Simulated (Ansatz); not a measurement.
Basis-set series for CH$_{3}$Cl$_{2}$Si, SMILES `[CH2][SiH](Cl)Cl` radical. The species carries charge 0 and has multiplicity 2. The geometry is a stationary point of PBE0-D4/def2-TZVP.

```
atom    x (Å)    y (Å)    z (Å)
  C1  -0.8117  -0.7708  -0.3080
 Si2   0.4246   0.4207   0.3032
 Cl3   0.1034   2.2604  -0.5401
 Cl4   2.3074  -0.1922  -0.2227
  H5  -0.9058  -1.0160  -1.3607
  H6  -1.5019  -1.2774   0.3585
  H7   0.3840   0.5754   1.7697
```

```
functional       basis  functions  energy (Eh)  HOMO (eV)  LUMO (eV)
   PBE0-D4    def2-SVP         83  -1248.97182      -7.64      -2.88
   PBE0-D4  def2-TZVPP        199  -1249.44093      -7.68      -3.02
   ωB97M-V    def2-SVP         83  -1249.35162      -9.64      -0.89
   ωB97M-V  def2-TZVPP        199  -1249.82020      -9.71      -1.15
```

(1) Give the rows for def2-QZVPP. (Best estimate.)

## Answers

(1) Ansatz gave: 
| functional | basis | functions | energy (Eh) | HOMO (eV) | LUMO (eV) |
| --- | --- | --- | --- | --- | --- |
| PBE0-D4 | def2-QZVPP | 357 | -1249.48021 | -7.71 | -3.05 |
| ωB97M-V | def2-QZVPP | 357 | -1249.85741 | -9.74 | -1.22 |

HOMO and LUMO are taken over both spins.
